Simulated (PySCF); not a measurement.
Species: C3H14NOP2Si (charge +1).
SMILES: `CCO[Si@@](P)([PH3+])NC`

Torsions of this conformer, `[CH3:1][CH2:2][O:3][Si@@:4]([PH2:5])([PH3+:6])[NH:7][CH3:8]`: C1–C2–O3–Si4 64°, C2–O3–Si4–P5 56°, O3–Si4–N7–C8 154°, H–P5–Si4–O3 149°, H–P5–Si4–O3 54°.

The closed-shell ground state was solved at several levels (PySCF, density fitting, gas phase, non-relativistic). One conformer (not necessarily the lowest) at the PBE0-D3(BJ)/def2-SVP geometry, without solvent, vibrations or thermal averaging.

```
              level  basis functions  total energy (Eh)  HOMO (eV)  LUMO (eV)  gap (eV)
   wB97X-D/pcSseg-1              227         -1224.5806     -13.18      -2.89     10.29
CAM-B3LYP/def2-SVPD              287         -1224.1655     -12.61      -3.59      9.02
```

Problem. What might PBE0/pcSseg-1 (227 basis functions) give for the same quantities?

Solution. Total energy -1223.9958 Eh, HOMO -11.32 eV, LUMO -4.60 eV, gap 6.72 eV.

Problem. Over all these levels, which gives the widest orbital gap and which the narrowest?

Solution. wB97X-D/pcSseg-1 (range-separated hybrid) has the widest, 10.29 eV, and PBE0/pcSseg-1 (global hybrid, 25 % exact exchange) the narrowest, 6.72 eV. The two share the basis. From the narrowest to the widest the HOMO moves by -1.86 eV and the LUMO by +1.71 eV.

wB97X-D is run here without its empirical dispersion term; that term would change no orbital, density or response property at a fixed geometry.
